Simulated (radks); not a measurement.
Species: Tc2+. Configuration: [Kr] 4d5. All-electron calculation, Dirac Kohn-Sham, BLYP, spin-unpolarised, spherical densities, point nucleus; open shells fill j = l - 1/2 first. Program: a radial shooting solver on a logarithmic mesh with Libxc functionals.

Spin-orbit splittings of the eigenvalues, e(l+1/2) - e(l-1/2), with zeta = 2 splitting/(2l+1) and mean radii in bohr:

[
 {"shell": "2p", "occ.": "6", "splitting (eV)": "118.3", "zeta (eV)": "78.89", "<r> j=l-1/2": "0.1271", "<r> j=l+1/2": "0.1318"},
 {"shell": "3p", "occ.": "6", "splitting (eV)": "19.78", "zeta (eV)": "13.19", "<r> j=l-1/2": "0.4091", "<r> j=l+1/2": "0.4198"},
 {"shell": "3d", "occ.": "10", "splitting (eV)": "3.803", "zeta (eV)": "1.521", "<r> j=l-1/2": "0.3971", "<r> j=l+1/2": "0.4006"},
 {"shell": "4p", "occ.": "6", "splitting (eV)": "2.968", "zeta (eV)": "1.978", "<r> j=l-1/2": "1.150", "<r> j=l+1/2": "1.181"},
 {"shell": "4d", "occ.": "5", "splitting (eV)": "0.3064", "zeta (eV)": "0.1226", "<r> j=l-1/2": "1.620", "<r> j=l+1/2": "1.636"},
 {"shell": "5p", "occ.": "0", "splitting (eV)": "0.3177", "zeta (eV)": "0.2118", "<r> j=l-1/2": "3.362", "<r> j=l+1/2": "3.432"}
]
